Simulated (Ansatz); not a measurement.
The cluster GeTe2. Charge 0, multiplicity 5. Geometry r2SCAN-D4/def2-TZVP; atoms count from 1.

```xyz
3

Ge   -0.0803    0.9130   -0.8683
Te   -0.5501   -1.6024   -0.7161
Te    0.6305    0.6894    1.5845
```

In the def2 sets Te takes a core potential; there is no spin–orbit coupling. At PBE0-D4/def2-TZVP a singlet of charge 0 lies 2.85 eV below the quintet, each at its own geometry. The structure comes from a short search, and lower isomers may exist.

**Question.** Estimate the Mulliken populations from the PBE0/def2-TZVP orbitals of Ansatz.

**Answer.** 
```
atom  charge (e)  spin (α − β)
 Ge1        0.00          1.10
 Te2        0.00          1.45
 Te3        0.00          1.45
```
Mulliken values and Mayer orders depend strongly on the basis.

**Question.** Where does the spin sit?

**Answer.** Summed by element: Ge 1.10, Te 2.90, of 4 unpaired in all. Largest on single atoms: Te2 1.45, Te3 1.45, Ge1 1.10.

**Question.** And the Mayer bond orders between bonded heavy atoms (over 0.3)?

**Answer.** Ge1–Te2 1.11 (2.56 Å); Ge1–Te3 1.11 (2.56 Å). Values over 0.3 also appear between atoms too far apart for a bond (Te2–Te3 0.80 at 3.46 Å); they arise where an orbital or an unpaired electron spreads over both atoms.
